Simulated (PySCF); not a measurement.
# Dipole response of As(2+) (arsenic, charge +2)

[Ar] 3d10 4s1 4p2, high-spin 4P determinant (an excited configuration). Calculation: PySCF 2.14, in x2c-QZVPPall with one added diffuse shell each of s, p, d, f type (12s9p6d5f1g, 113 functions); the spin-free X2C one-electron Hamiltonian (Gaussian nucleus). Coupled (time-dependent) response in atomic units; α is the mean over directions.

```tsv
method	mean α (bohr³)	α xx, yy, zz	C₆ (like pair)	S(−4)
UHF	9.524	10.24, 9.164, 9.164	40.91	30.83
PBE	9.529	9.775, 9.406, 9.406	41.02	31.35
PBE0	9.462	9.846, 9.270, 9.270	40.61	30.71
```

S(−4) is the Cauchy moment in α(ω) = α(0) + S(−4) ω² + …

Spin-orbit coupling is absent.

α(iu) at PBE:

```
u (hartree)  α(iu) (bohr³)
          0          9.529
     0.0500          9.451
      0.100          9.226
      0.200          8.434
      0.300          7.400
      0.500          5.397
      0.750          3.649
       1.00          2.604
       1.50          1.554
       2.00          1.072
       3.00         0.6414
       5.00         0.3363
```

A single London oscillator, α(iu) = α/(1 + u²/ω²), gives C₆ = (3/4) ω α². Matching the computed C₆ needs ω = 4 × 41.02 / (3 × 9.529²) = 0.602 hartree.

For an ion, C₆ is the dispersion term alone; charge-induced terms of lower order in 1/R come first.

The components differ because the open shell of this determinant is not spherical; for a pure term their mean is the scalar polarisability.
